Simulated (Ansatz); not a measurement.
C2H6BNS can be A, `CNBC=S`, or B, `BN=CSC`.

Program: Ansatz. Geometries: PBE0-D4/def2-TZVP. ΔE: electronic, gas phase. CCSD(T)/CBS adds triple-zeta CCSD(T) − MP2 to the extrapolated MP2 energy (def2 sets, frozen cores). DFT in def2-TZVPP. B3LYP here is the variant with VWN-RPA as its local correlation; programs differ in this. One conformer a species, not always the lowest.

A:

```xyz
11

C     0.2029   -1.0314    1.0686
N    -0.1308   -0.8840   -0.3303
B    -0.2004    0.2704   -1.0881
C     0.0698    1.7056   -0.5291
S    -0.8812    2.4403    0.5544
H     0.4383   -0.0584    1.4949
H    -0.6354   -1.4512    1.6314
H     1.0679   -1.6881    1.1989
H    -0.3425   -1.7557   -0.7896
H    -0.4830    0.1689   -2.2508
H     0.8945    2.2837   -0.9603
```

B:

```xyz
11

B     0.5885    1.4800    1.2139
N     0.2356    0.1726    1.1354
C    -0.0930   -1.0184    1.0221
S    -0.5521   -1.8309   -0.4574
C    -0.4022   -0.4903   -1.6365
H    -0.2603    2.3023    1.4171
H     1.7413    1.7824    1.0827
H    -0.1254   -1.6962    1.8797
H    -1.0837    0.3208   -1.3827
H    -0.6701   -0.9036   -2.6085
H     0.6215   -0.1189   -1.6659
```

Question: Which isomer does CCSD(T)/CBS put lower? Give the gap. (Estimate.)

Answer: Ansatz gave: A, by 6.8 kcal/mol.

Question: Give E(B) − E(A) in kcal/mol with MP2/def2-TZVPP, HF/def2-TZVPP, CCSD/def2-TZVPP, B3LYP, CCSD(T)/def2-TZVPP, ωB97M-V, PBE-D4. (Best estimate.)

Answer: Computed: MP2/def2-TZVPP 5.7, HF/def2-TZVPP 6.9, CCSD/def2-TZVPP 7.5, B3LYP 2.6, CCSD(T)/def2-TZVPP 7.0, ωB97M-V 4.8, PBE-D4 0.1. None reverses the order clearly.

Largest T1 diagnostic: 0.016.

From PBE to PBE0 (25 % exact exchange), in def2-TZVPP and without D4, E(B) − E(A) moves by +2.3 kcal/mol.
